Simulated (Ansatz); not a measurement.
One change: `[OH][Ge]([F])([Cl])[Cl]` becomes `OC(F)(Cl)Cl`.

Ansatz, PBE0-D4/def2-TZVP geometries, multiplicity 1. Each molecule was computed in one conformer, which needn't be the lowest.

Scalar relativity is left out up to krypton.

| property | `[OH][Ge]([F])([Cl])[Cl]` |
| --- | --- |
| HOMO–LUMO gap (PBE/def2-TZVPP) / eV | 5.75 |
| LUMO energy (B3LYP/def2-TZVPP) / eV | -1.80 |
| HOMO–LUMO gap (ωB97M-V/def2-TZVPP) / eV | 12.70 |
| HOMO–LUMO gap (B3LYP/def2-TZVPP) / eV | 7.69 |
| zero-point energy (PBE0-D4/def2-TZVP) / kJ/mol | 49.8 |
| HOMO energy (PBE0/def2-TZVPP) / eV | -9.80 |

Task: What does the change do to each property? (Best estimate.)

Result: Ansatz gave: 
```csv
property,`OC(F)(Cl)Cl`,shift
HOMO–LUMO gap (PBE/def2-TZVPP) / eV,5.75,0.00
LUMO energy (B3LYP/def2-TZVPP) / eV,-0.94,0.86
HOMO–LUMO gap (ωB97M-V/def2-TZVPP) / eV,12.88,0.18
HOMO–LUMO gap (B3LYP/def2-TZVPP) / eV,7.77,0.08
zero-point energy (PBE0-D4/def2-TZVP) / kJ/mol,66.8,17.0
HOMO energy (PBE0/def2-TZVPP) / eV,-8.99,0.81
```

B3LYP here is the variant with VWN-RPA as its local correlation; programs differ in this.
